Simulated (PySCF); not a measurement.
Species: C₈H₁₄O₂.
Numbering: `[CH3:1][C:2](=[O:3])[O:4][CH:5]1[CH2:6][CH2:7][CH2:8][CH2:9][CH2:10]1` (hydrogens: H11, H12, H13 on C1; H14 on C5; H15, H16 on C6; H17, H18 on C7; H19, H20 on C8; H21, H22 on C9; H23, H24 on C10)

The same species was optimised twice, with GFN2-xTB and with PBE0-D3(BJ)/def2-SVP (PySCF), and the same property calculations (PySCF, gas phase) were run on both structures.

| coordinate | GFN2-xTB | PBE0-D3(BJ)/def2-SVP | change |
| --- | --- | --- | --- |
| C5–C6 (Å) | 1.525 | 1.517 | -0.008 |
| C5–C10 (Å) | 1.528 | 1.521 | -0.007 |
| C1–C2 (Å) | 1.508 | 1.502 | -0.006 |
| C2–O4 (Å) | 1.334 | 1.340 | +0.006 |
| O4–C5 (Å) | 1.436 | 1.431 | -0.005 |
| C9–C10 (Å) | 1.525 | 1.525 | 0.000 |
| C6–C7 (Å) | 1.526 | 1.525 | -0.001 |
| C2=O3 (Å) | 1.203 | 1.203 | 0.000 |
| C8–C9 (Å) | 1.525 | 1.525 | 0.000 |
| C7–C8 (Å) | 1.525 | 1.526 | +0.001 |
| C6–C5–C10 (°) | 111.0 | 112.0 | +1.0 |
| C8–C9–C10 (°) | 110.5 | 111.5 | +1.0 |
| C7–C8–C9 (°) | 110.3 | 111.2 | +0.9 |
| C6–C7–C8 (°) | 110.6 | 111.4 | +0.8 |
| C5–C6–C7 (°) | 110.2 | 110.9 | +0.7 |
| C5–C10–C9 (°) | 110.2 | 110.9 | +0.7 |
| O3–C2–O4 (°) | 124.3 | 123.8 | -0.5 |
| C1–C2–O3 (°) | 125.0 | 125.3 | +0.3 |
| C1–C2–O4–C5 (°) | -179 | 180 | -1 |
| C2–O4–C5–C6 (°) | -156 | -154 | +2 |

Rotational constants: A = 3105, B = 728.3, C = 654.8 MHz (GFN2-xTB) against A = 3095, B = 727.8, C = 654.0 MHz (PBE0-D3(BJ)/def2-SVP). Point groups within 0.08 Å: C1 and C1.

On the GFN2-xTB structure: HOMO (eV) -7.78 [PBE0/pcSseg-1]; LUMO (eV) 0.55 [PBE0/pcSseg-1]; dipole (D) 2.04 [PBE0/pcSseg-1]; GIAO shielding of C1 (ppm) 163.0 [PBE0/pcSseg-1]; GIAO shielding of C2 (ppm) 11.2 [PBE0/pcSseg-1]; GIAO shielding of O3 (ppm) -111.2 [PBE0/pcSseg-1]; GIAO shielding of O4 (ppm) 96.5 [PBE0/pcSseg-1]; GIAO shielding of C5 (ppm) 110.9 [PBE0/pcSseg-1]; GIAO shielding of C6/C10 (mean) (ppm) 151.6 [PBE0/pcSseg-1]; GIAO shielding of C7/C9 (mean) (ppm) 158.5 [PBE0/pcSseg-1]; GIAO shielding of C8 (ppm) 157.5 [PBE0/pcSseg-1].

Task: What do these properties become on the PBE0-D3(BJ)/def2-SVP structure?

Result: 
```tsv
property	level	on GFN2-xTB	on PBE0-D3(BJ)/def2-SVP	change
HOMO (eV)	PBE0/pcSseg-1	-7.78	-7.82	-0.04
LUMO (eV)	PBE0/pcSseg-1	0.55	0.47	-0.08
dipole (D)	PBE0/pcSseg-1	2.04	1.97	-0.07
energy, GFN2-xTB geometry as zero (kcal/mol)	PBE0/pcSseg-1	0.0	-0.6	-0.6
GIAO shielding of C1 (ppm)	PBE0/pcSseg-1	163.0	162.0	-1.0
GIAO shielding of C2 (ppm)	PBE0/pcSseg-1	11.2	10.9	-0.3
GIAO shielding of O3 (ppm)	PBE0/pcSseg-1	-111.2	-113.3	-2.1
GIAO shielding of O4 (ppm)	PBE0/pcSseg-1	96.5	94.7	-1.8
GIAO shielding of C5 (ppm)	PBE0/pcSseg-1	110.9	112.4	+1.5
GIAO shielding of C6/C10 (mean) (ppm)	PBE0/pcSseg-1	151.6	151.1	-0.5
GIAO shielding of C7/C9 (mean) (ppm)	PBE0/pcSseg-1	158.5	157.7	-0.8
GIAO shielding of C8 (ppm)	PBE0/pcSseg-1	157.5	156.9	-0.6
```

The heavy atoms differ by 0.018 Å rms after alignment. Among bonds between heavy atoms C5–C6 and C5–C10 change most and about equally (-0.008 to -0.007 Å). Changes are differences of the printed values. Neither structure is proved a minimum here.
